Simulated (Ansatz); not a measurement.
Relaxation of C$_{2}$H$_{8}$O$_{2}$Si$_{2}$ (14 atoms, charge 0, multiplicity 1), to a largest force component of 0.015 eV/Å in at most 40 steps.

These are results of RHF/def2-SVP (Ansatz 0.2.0), not measurements.

```xyz
14
Properties=species:S:1:pos:R:3:forces:R:3
C -1.259 1.809 0.706 -2.27 2.59 0.63
O -1.234 0.500 1.119 0.23 -0.62 -0.69
Si -0.926 -0.667 -0.008 1.25 -1.02 1.90
Si 1.011 -1.899 0.419 -1.51 -0.77 -0.29
C 0.707 -0.613 -0.901 1.53 2.88 -0.15
O 1.494 0.621 -0.767 -1.11 -1.17 -0.58
H -2.020 1.985 -0.101 0.74 -0.23 0.45
H -1.589 2.477 1.540 0.08 -0.82 -0.44
H -0.326 2.243 0.412 0.91 -0.40 -0.51
H -2.040 -1.247 -0.712 -0.64 0.06 -0.33
H 2.008 -1.471 1.369 0.44 -0.02 0.54
H 1.142 -3.221 -0.225 0.32 -0.23 0.31
H 0.604 -1.002 -1.897 0.29 -0.01 -0.85
H 2.414 0.457 -0.925 -0.28 -0.24 0.01
```

**Question.** Where does it end, and by what steps?

**Answer.** It converged. After 14 steps the energy has fallen by 0.579 eV; H7 moved furthest, 0.32 Å.

```json
{"step": "0", "energy less start (eV)": "0.0000", "largest force component (eV/Å)": "2.884", "accepted": "yes"}
{"step": "1", "energy less start (eV)": "-0.4902", "largest force component (eV/Å)": "1.379", "accepted": "yes"}
{"step": "2", "energy less start (eV)": "-0.5549", "largest force component (eV/Å)": "0.380", "accepted": "yes"}
{"step": "3", "energy less start (eV)": "-0.5670", "largest force component (eV/Å)": "0.272", "accepted": "yes"}
{"step": "4", "energy less start (eV)": "-0.5725", "largest force component (eV/Å)": "0.155", "accepted": "yes"}
{"step": "5", "energy less start (eV)": "-0.5754", "largest force component (eV/Å)": "0.085", "accepted": "yes"}
{"step": "6", "energy less start (eV)": "-0.5760", "largest force component (eV/Å)": "0.076", "accepted": "yes"}
{"step": "7", "energy less start (eV)": "-0.5763", "largest force component (eV/Å)": "0.103", "accepted": "yes"}
{"step": "8", "energy less start (eV)": "-0.5778", "largest force component (eV/Å)": "0.058", "accepted": "yes"}
{"step": "9", "energy less start (eV)": "-0.5782", "largest force component (eV/Å)": "0.055", "accepted": "yes"}
{"step": "10", "energy less start (eV)": "-0.5786", "largest force component (eV/Å)": "0.045", "accepted": "yes"}
{"step": "11", "energy less start (eV)": "-0.5790", "largest force component (eV/Å)": "0.030", "accepted": "yes"}
{"step": "12", "energy less start (eV)": "-0.5790", "largest force component (eV/Å)": "0.017", "accepted": "yes"}
{"step": "13", "energy less start (eV)": "-0.5791", "largest force component (eV/Å)": "0.019", "accepted": "yes"}
{"step": "14", "energy less start (eV)": "-0.5791", "largest force component (eV/Å)": "0.007", "accepted": "yes"}
```

```xyz
14
Properties=species:S:1:pos:R:3
C -1.327 1.873 0.753
O -1.198 0.505 1.024
Si -0.860 -0.708 -0.026
Si 0.985 -1.944 0.404
C 0.793 -0.571 -0.960
O 1.501 0.634 -0.940
H -2.208 2.072 0.137
H -1.445 2.400 1.698
H -0.444 2.256 0.242
H -2.037 -1.118 -0.815
H 1.802 -1.554 1.571
H 1.279 -3.316 -0.059
H 0.721 -1.022 -1.958
H 2.424 0.465 -1.042
```

Time of the run: 32 s on 2 threads of Arm Neoverse V2, with other jobs on the host, peak memory 0.31 GiB.
